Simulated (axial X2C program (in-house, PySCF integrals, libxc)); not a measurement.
## Ionising HI

Calculated with an in-house relativistic program for diatomic molecules, spin-free (one-electron X2C) or two-component (2c: spin–orbit coupling with atomic mean-field Coulomb and Gaunt terms, which also bring small scalar terms), in Dyall basis sets with cores contracted in-house; open shells are unrestricted.

Basis sets: H dyall-v3z, I dyall-cv3z. Frozen shells (counts by l): HI I 4s3p2d, H none, 8 electrons correlated; HI⁺ I 4s3p2d, H none, 7 electrons correlated. Where the outer core of a metal is frozen, bonds come out longer and ionisation energies lower.

| Hamiltonian | level | HI state | Re (Å) | ωe (cm⁻¹) | De (eV) |
| --- | --- | --- | --- | --- | --- |
| spin-free | HF | M_S = 0, Λ = 0 | 1.598 | 2448.0 | 2.29 |
| spin-free | PBE0 | M_S = 0, Λ = 0 | 1.611 | 2336.7 | 3.37 |
| spin-free | MP2 | M_S = 0, Λ = 0 | 1.603 | 2395.3 | 3.30 |
| 2c | HF | Ω = 0 | 1.602 | 2427.6 | 1.99 |
| 2c | PBE0 | Ω = 0 | 1.615 | 2313.2 | 3.12 |
| 2c | MP2 | Ω = 0 | 1.606 | 2376.3 | 3.03 |

Adiabatic ionisation energy (minimum to minimum, no zero-point term) and constants of HI⁺:

| Hamiltonian | level | HI⁺ state | IE (eV) | Re (Å) | ωe (cm⁻¹) | De (eV) | fragments |
| --- | --- | --- | --- | --- | --- | --- | --- |
| spin-free | HF | M_S = 1/2, Λ = 1 | 9.72 | 1.617 | 2345.3 | 2.10 | I+ + H |
| spin-free | PBE0 | M_S = 1/2, Λ = 1 | 10.61 | 1.635 | 2220.9 | 3.30 | I+ + H |
| spin-free | MP2 | M_S = 1/2, Λ = 1 | 10.47 | 1.624 | 2288.9 | 3.09 | I+ + H |
| 2c | HF | Ω = 3/2 | 9.38 | 1.620 | 2330.5 | n/a | I+ + H |
| 2c | PBE0 | Ω = 3/2 | 10.25 | 1.638 | 2202.3 | 3.23 | I+ + H |
| 2c | MP2 | Ω = 3/2 | 10.14 | 1.627 | 2273.6 | 2.98 | I+ + H |

Q: Add the zero-point terms to the ionisation energy at MP2, 2c, and say whether the electron removed was bonding.

A: IE0 = IE + (ωe⁺ − ωe)/2 = 10.14 + (-0.006) = 10.13 eV. Re changes by 0.021 Å, so the bond lengthens, as on loss of a bonding electron.

Q: Close the cycle De(HI⁺) + IE(HI) = De(HI) + IE(I) to find the atomic ionisation energy at MP2, 2c.

A: IE(I) = 2.98 + 10.14 − 3.03 = 10.09 eV, for the determinants used.

Each entry is the lowest single determinant of a limited PBE0 search at one distance. De goes to single-determinant-based atoms at the same level (for ions the charge split of lowest energy) and is withheld (n/a) where an atom does not fit its ground term or J level. Main or longest-lived isotopes. The functionals have no current term, which raises determinants with orbital currents.
